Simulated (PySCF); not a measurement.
SMILES C[Si](C)(C)CC(F)(F)F (C5H11F3Si) at its GFN2-xTB optimised geometry (Å):

```
20

C      2.1489    -0.6640     0.0000
Si     0.2437    -0.6640     0.0000
C     -0.4349     1.1124     0.0000
C     -0.4376    -1.6754     1.4625
C     -0.2619    -1.5723    -1.6298
C     -1.6787    -1.3024    -2.0161
F     -2.1044    -2.0786    -3.0354
F     -2.5529    -1.5142    -1.0139
F     -1.8808    -0.0356    -2.4191
H      2.5514    -1.6690    -0.0821
H      2.5291    -0.2354     0.9210
H      2.5529    -0.0803    -0.8216
H     -1.5196     1.1224     0.0507
H     -0.0616     1.6690     0.8543
H     -0.1476     1.6532    -0.8973
H     -0.1926    -1.2013     2.4078
H     -1.5182    -1.7702     1.4127
H     -0.0198    -2.6782     1.4836
H     -0.1589    -2.6497    -1.5139
H      0.3614    -1.2665    -2.4677
```

Method: PySCF with CAM-B3LYP/def2-SVP. Cells within 0.4 Å of a nucleus heavier than hydrogen are left out (blank, or x).

Map of the log10 of the electron density (e/bohr³), floored at −4 on the plane z = 0.0 Å:

```
|000000000000000000000000000|
|000000000000000000000000000|
|000000000000000000000000000|
|000000000000000000000000000|
|000000000000110000000000000|
|000000000122222100000000000|
|000000012334444310000000000|
|000000123456665421000000000|
|000000245677887532000000000|
|000001357889997642111100000|
|00000135899xx98643333210000|
|000001357899x98654555432000|
|000001246778998766776542100|
|000001234567888778888753100|
|0000133444578xx889xx9753200|
|0000345544568xx989xx9753200|
|000145665556799888999753200|
|000245666556777777899753100|
|000135665455666556788753100|
|000024554444555444566542000|
|000002333233444333444421000|
|000000011122333221222210000|
|000000000011222100000000000|
|000000000000110000000000000|
|000000000000000000000000000|
|000000000000000000000000000|
|000000000000000000000000000|
```
Scale: ten equal steps from -4.00 (start of '0') to -0.478 (end of '9'), in the order '0123456789'; x runs from -5.00 to 5.00, y from -5.00 (bottom) to 5.00 (top).
